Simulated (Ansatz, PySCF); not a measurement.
Reaction (SMILES): CCCC[C@H](C)Cl [(2S)-2-chlorohexane] + 5 C (CH4) → 5 CC (C2H6) + CCl (CH3Cl)
Each molecule is optimised on its own at B3LYP-D3(BJ)/def2-TZVP (Ansatz, an electronic-structure program), one conformer each, not searched for the lowest.
Geometry of the first species:
SMILES: CCCC[C@H](C)Cl
```xyz
20

C     -3.6728    -0.4475    -0.2247
C     -2.3661    -0.8433     0.4564
C     -1.1339    -0.2930    -0.2573
C      0.1713    -0.6883     0.4237
C      1.4326    -0.2003    -0.2692
C      2.7066    -0.7308     0.3577
Cl     1.4886     1.6297    -0.2503
H     -3.7087    -0.8190    -1.2517
H     -3.7808     0.6389    -0.2635
H     -4.5379    -0.8501     0.3052
H     -2.2976    -1.9349     0.5119
H     -2.3699    -0.4860     1.4913
H     -1.1991     0.7963    -0.3099
H     -1.1243    -0.6513    -1.2930
H      0.2385    -1.7819     0.4678
H      0.1789    -0.3346     1.4589
H      1.3978    -0.4473    -1.3300
H      3.5877    -0.3479    -0.1552
H      2.7671    -0.4453     1.4086
H      2.7159    -1.8221     0.2955
```

Wanted: bond separation energy (enthalpy at 298 K, with B3LYP-D3(BJ) rigid-rotor harmonic-oscillator terms from PySCF), in kcal/mol. Valence correlation only, unless marked. No spin-orbit coupling. Non-relativistic. CBS marks a two-point X^-3 extrapolation of the correlation energy; Hartree-Fock from the larger set. The bracket is a focal-point correction in the basis named.

From measured enthalpies of formation at 298 K: 18.0 kcal/mol (CCCC[C@H](C)Cl -48.8, CRC Handbook; C (CH4) -17.8, ATcT 1.112; CC (C2H6) -20.0, ATcT 1.112; CCl (CH3Cl) -19.7, ATcT 1.112). It holds spin-orbit effects, and any other conformers, which the calculations lack, and core correlation, which the frozen-core levels lack. This is an older compilation, not checked against later work.

```
level                                                                 program  bond separation energy (kcal/mol)  error against measurement
-------------------------------------------------------------  --------------  ---------------------------------  -------------------------
HF/6-31G                                                               Ansatz                               13.0                       -5.0
HF/aug-cc-pV(D+d)Z                                                     Ansatz                               10.3                       -7.7
PBE/def2-TZVPD                                                         Ansatz                               14.0                       -4.0
revPBE/def2-TZVPD                                                      Ansatz                               11.2                       -6.8
CAM-B3LYP-D4/def2-TZVPD                                        Ansatz + dftd4                               16.8                       -1.2
B2GP-PLYP-D3(BJ)/def2-TZVPD                                    Ansatz + dftd3                               18.5                        0.5
RI-MP2/aug-cc-pV(T+d)Z                                                 Ansatz                               21.6                        3.6
SCS-MP2/6-31G                                                          Ansatz                               18.1                        0.1
CCSD(T)/6-31G*                                                         Ansatz                               18.1                        0.1
RI-MP2/CBS(cc-pV(T+d)Z,cc-pV(Q+d)Z)+[CCSD(T)-MP2]/cc-pV(T+d)Z          Ansatz                               18.9                        0.9
```
